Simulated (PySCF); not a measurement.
Compound: CH8N2SSi2.
Geometry (GFN2-xTB, Å), atoms numbered from 1 in this order:
```xyz
14
CH8N2SSi2 angstrom
C      2.231    0.224   -0.102
S      1.874    0.136    1.683
Si    -0.248   -0.073    1.612
N     -0.818   -1.242    0.460
Si    -1.745   -0.130   -0.508
N     -1.052    1.055    0.563
H      1.889   -0.689   -0.578
H      1.721    1.082   -0.526
H      3.305    0.329   -0.207
H     -0.711   -0.184    2.980
H     -0.782   -2.243    0.467
H     -3.187   -0.281   -0.371
H     -1.257   -0.021   -1.878
H     -1.220    2.038    0.661
```

The closed-shell SCF was solved with PySCF and density fitting under several settings on one GFN2-xTB geometry (grid level 2 and gas phase unless stated).

| settings | basis functions | SCF cycles | E (Eh) | HOMO (eV) | LUMO (eV) | dipole (D) |
| --- | --- | --- | --- | --- | --- | --- |
| PBE0/pcSseg-1 | 163 | 12 | -1129.0974 | -6.76 | -0.13 | 2.05 |
| CAM-B3LYP/def2-SVPD | 199 | 12 | -1129.2564 | -8.08 | 0.60 | 1.88 |
| PBE0/6-31++G**, start guess atom | 168 | 11 | -1129.1127 | -6.76 | -0.58 | 2.04 |
| BP86/pcSseg-0, level shift 0.3 Eh | 82 | 13 | -1128.3213 | -5.42 | -0.98 | 2.46 |
| PBE0/Sadlej pVTZ, grid level 3 | 240 | 14 | -1129.1926 | -6.76 | -0.57 | 1.80 |
| X3LYP/pcSseg-1, IEF-PCM cyclohexane, level shift 0.3 Eh, energy threshold 1e-07 Eh | 163 | 10 | -1129.5198 | -6.56 | -0.15 | 2.20 |

Task: Estimate the row for these settings: WP04/def2-TZVP, energy threshold 1e-11 Eh, level shift 0.2 Eh.

Result: 
| settings | basis functions | SCF cycles | E (Eh) | HOMO (eV) | LUMO (eV) | dipole (D) |
| --- | --- | --- | --- | --- | --- | --- |
| WP04/def2-TZVP, energy threshold 1e-11 Eh, level shift 0.2 Eh | 252 | 15 | -1143.7294 | -7.73 | -1.81 | 1.72 |

Task: Over all rows, what range does the HOMO–LUMO gap span?

Result: From 4.44 eV (BP86/pcSseg-0, level shift 0.3 Eh) to 8.68 eV (CAM-B3LYP/def2-SVPD). The functional of the narrowest has no exact exchange, that of the widest range-separated exact exchange.

Task: And the dipole moment?

Result: From 1.72 D (WP04/def2-TZVP, energy threshold 1e-11 Eh, level shift 0.2 Eh) to 2.46 D (BP86/pcSseg-0, level shift 0.3 Eh); the largest is 1.43 times the smallest, and the median is 2.04 D.

Task: Compare two rows with the functional PBE0: PBE0/6-31++G**, start guess atom and PBE0/Sadlej pVTZ, grid level 3. Which energy is lower, and by how much?

Result: PBE0/Sadlej pVTZ, grid level 3 (240 functions) lies 0.0799 Eh or 50 kcal/mol below PBE0/6-31++G**, start guess atom (168 functions).

Cycle counts include a coarse-grid stage where the run had one. All basis functions are spherical, in the Pople sets too. WP04 was designed for NMR shieldings or shifts; total energies of different functionals aren't comparable. One conformer (not necessarily the lowest) at the GFN2-xTB geometry, without vibrations or thermal averaging.
